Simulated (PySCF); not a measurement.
## How methods differ on the excitation energy of Sb²⁺

Sb²⁺ [Kr] 4d10 5s2 5p1 (2P) → Sb²⁺ [Kr] 4d10 5s1 5p2 (4P), as a difference of total energies. Computed with PySCF 2.14 in x2c-QZVPPall with one added diffuse shell each of s, p, d, f type (14s10p8d5f1g, 128 functions), with scalar relativity by spin-free X2C-1e. Correlated levels: valence: [Kr] 4d10 frozen; valence and next inner shell: [Ar] 3d10 frozen. The calculations carry no spin-orbit coupling.

```json
{"method": "UHF", "excitation energy (cm⁻¹)": "44954"}
{"method": "LDA", "excitation energy (cm⁻¹)": "64019"}
{"method": "PBE", "excitation energy (cm⁻¹)": "61881"}
{"method": "PBE0", "excitation energy (cm⁻¹)": "58541"}
{"method": "r2SCAN", "excitation energy (cm⁻¹)": "56297"}
{"method": "LC-wPBE", "excitation energy (cm⁻¹)": "56379"}
{"method": "BHandHLYP", "excitation energy (cm⁻¹)": "58900"}
{"method": "revPBE", "excitation energy (cm⁻¹)": "60698"}
{"method": "MP2 (valence)", "excitation energy (cm⁻¹)": "51193"}
{"method": "SCS-MP2 (valence)", "excitation energy (cm⁻¹)": "53490"}
{"method": "MP2 (valence and next inner shell)", "excitation energy (cm⁻¹)": "58968"}
{"method": "SCS-MP2 (valence and next inner shell)", "excitation energy (cm⁻¹)": "59905"}
```

A first-order spin-orbit estimate (lowest level to lowest level, LS coupling) adds 0.053 eV.
